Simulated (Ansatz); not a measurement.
# Nudged elastic band run: BFH5NO

The input (input.yaml):

```yaml
crystal:
  periodic: [false, false, false]
  atoms:
    - { symbol: B, position_ang: [0.07442, -0.233945, 0.343762] }
    - { symbol: "N", position_ang: [0.110112, -0.436217, 1.727432] }
    - { symbol: H, position_ang: [-0.723041, -0.607298, 2.28039] }
    - { symbol: H, position_ang: [0.97893, -0.530963, 2.23791] }
    - { symbol: H, position_ang: [1.075418, -0.152393, -0.315918] }
    - { symbol: F, position_ang: [-1.128107, -0.184539, -0.26324] }
    - { symbol: O, position_ang: [-0.427171, 2.535034, 0.499563] }
    - { symbol: H, position_ang: [-1.15615, 2.079917, 0.054465] }
    - { symbol: H, position_ang: [-0.42661, 2.130103, 1.378436] }
basis:
  gaussian: { orbitals: def2-SVP }
hamiltonian:
  xc: b3lyp
  dispersion: d4
neb:
  order_check: false
  images: 5
  f_tol: 0.05
  max_iterations: 60
  initial_path: linear
  final_atoms:
    - { symbol: B, position_ang: [-0.06449386, 0.52407589, 0.13415256] }
    - { symbol: "N", position_ang: [0.07739093, 0.17820135, 1.83561036] }
    - { symbol: H, position_ang: [-0.83933725, 0.20673396, 2.2906227] }
    - { symbol: H, position_ang: [0.49139818, -0.74321515, 1.99508654] }
    - { symbol: H, position_ang: [1.10038974, 0.41717543, -0.23089314] }
    - { symbol: F, position_ang: [-0.9231558, -0.48815475, -0.28150721] }
    - { symbol: O, position_ang: [-0.59654595, 1.82672259, 0.06141101] }
    - { symbol: H, position_ang: [-1.5407372, 1.79400494, -0.13494691] }
    - { symbol: H, position_ang: [0.67289221, 0.88415473, 2.27326409] }
```

Command:

```bash
$ ansatz run input.yaml --threads 2 --pin off --max-ram 3072MiB --backend cpu --events-out ev --progress --plain --runs-dir out
```

Output, in part (warnings, iteration lines, the closing report on the highest movable image, with atoms numbered from 0):

```
NEB end point (image 0): max|allowed force component| = 2.237e-2 eV/Å (the criterion of neb.relax_end_points is 1.000e-2)
NEB end point (image 6): max|allowed force component| = 6.773e-3 eV/Å (the criterion of neb.relax_end_points is 1.000e-2)
NEB iter   1: max|band force component| = 9.126e0 eV/Å  barrier→ = 4.1969 eV  barrier← = 4.7546 eV  Δτ_max = 0.2000 Å  (177 SCF iters)
NEB iter   2: max|band force component| = 4.010e0 eV/Å  barrier→ = 1.7160 eV  barrier← = 2.2737 eV  Δτ_max = 0.2000 Å  (161 SCF iters)
NEB iter   3: max|band force component| = 1.757e1 eV/Å  barrier→ = 1.6734 eV  barrier← = 2.2311 eV  Δτ_max = 0.0985 Å  (163 SCF iters)
NEB iter   4: max|band force component| = 8.278e0 eV/Å  barrier→ = 0.7841 eV  barrier← = 1.3418 eV  Δτ_max = 0.1748 Å  (140 SCF iters)
NEB iter   5: max|band force component| = 2.644e0 eV/Å  barrier→ = 0.3747 eV  barrier← = 0.9324 eV  Δτ_max = 0.1970 Å  (138 SCF iters)
NEB iter   6: max|band force component| = 3.272e0 eV/Å  barrier→ = 0.4054 eV  barrier← = 0.9631 eV  Δτ_max = 0.0999 Å  (137 SCF iters)
NEB iter   7: max|band force component| = 7.773e-1 eV/Å  barrier→ = 0.4198 eV  barrier← = 0.9774 eV  Δτ_max = 0.1158 Å  (144 SCF iters)
NEB iter   8: max|band force component| = 5.936e-1 eV/Å  barrier→ = 0.4622 eV  barrier← = 1.0199 eV  Δτ_max = 0.0785 Å  (146 SCF iters)
NEB iter   9: max|band force component| = 5.745e-1 eV/Å  barrier→ = 0.4627 eV  barrier← = 1.0204 eV  CI = image 2  Δτ_max = 0.1155 Å  (143 SCF iters)
NEB iter  10: max|band force component| = 5.549e-1 eV/Å  barrier→ = 0.4908 eV  barrier← = 1.0485 eV  CI = image 2  Δτ_max = 0.0577 Å  (143 SCF iters)
NEB iter  11: max|band force component| = 3.947e-1 eV/Å  barrier→ = 0.4996 eV  barrier← = 1.0573 eV  CI = image 2  Δτ_max = 0.1158 Å  (147 SCF iters)
NEB iter  12: max|band force component| = 1.687e-1 eV/Å  barrier→ = 0.4930 eV  barrier← = 1.0507 eV  CI = image 2  Δτ_max = 0.0259 Å  (144 SCF iters)
NEB iter  13: max|band force component| = 8.600e-2 eV/Å  barrier→ = 0.4916 eV  barrier← = 1.0493 eV  CI = image 2  Δτ_max = 0.0142 Å  (136 SCF iters)
NEB iter  14: max|band force component| = 4.674e-2 eV/Å  barrier→ = 0.4907 eV  barrier← = 1.0484 eV  CI = image 2  Δτ_max = 0.0070 Å  (246 SCF iters)
NEB iter  15: max|band force component| = 4.475e-2 eV/Å  barrier→ = 0.4904 eV  barrier← = 1.0481 eV  CI = image 2  Δτ_max = 0.0000 Å  (48 SCF iters)
Total energy: -7008.94024730 eV, -257.5738032581 hartree
Atom 0 at     0.003443     0.242263     0.263619 Å, force    -0.006651     0.030279    -0.002519 eV/Å
Atom 1 at    -0.006361     0.073409     1.822746 Å, force    -0.008460    -0.022500     0.005613 eV/Å
Atom 2 at    -0.742269    -0.543729     2.165478 Å, force    -0.012564    -0.004805     0.011830 eV/Å
Atom 3 at     0.874233    -0.166541     2.274197 Å, force     0.011866     0.012164    -0.008042 eV/Å
Atom 4 at     1.057249     0.040584    -0.298844 Å, force    -0.000085     0.000848     0.003888 eV/Å
Atom 5 at    -1.125023    -0.305909    -0.304925 Å, force     0.004834     0.000814     0.003635 eV/Å
Atom 6 at    -0.258332     1.826011     0.431751 Å, force     0.046916    -0.010122    -0.013901 eV/Å
Atom 7 at    -1.127066     2.059885     0.070554 Å, force    -0.027623     0.000525     0.001134 eV/Å
Atom 8 at    -0.298073     1.373727     1.518224 Å, force    -0.008233    -0.007202    -0.001637 eV/Å
Dipole moment:    -0.139452     0.107660     0.545567 e Å
```

The run converged. The band force fell under the threshold earlier too, but the program's further tests of the path sent the band on. Another band between the same ends (5 images) ends at a top of the same energy, where a vibrational analysis finds 1 clearly imaginary mode. The orbitals stay closed-shell, which can raise the energy where a bond breaks towards radicals; this wasn't checked here.

Final band (atoms are numbered from 1 in the order of the input):

| image | path coordinate (Å) | energy (kcal/mol) | O7–H9 (Å) | B1–O7 (Å) | N2–H9 (Å) |
| --- | --- | --- | --- | --- | --- |
| 0 | 0.00 | 0.0 | 0.97 | 2.82 | 2.64 |
| 1 | 0.72 | 2.5 | 0.98 | 2.28 | 2.02 |
| 2 | 1.43 | 11.3 | 1.18 | 1.61 | 1.37 |
| 3 | 2.04 | -8.0 | 1.90 | 1.44 | 1.03 |
| 4 | 2.64 | -12.2 | 2.44 | 1.41 | 1.02 |
| 5 | 3.25 | -12.6 | 2.56 | 1.41 | 1.02 |
| 6 | 3.86 | -12.9 | 2.72 | 1.41 | 1.02 |

The run took 4.1 min on 2 threads of AMD EPYC (Zen 3), with other jobs on the host, peak memory 0.16 GiB.
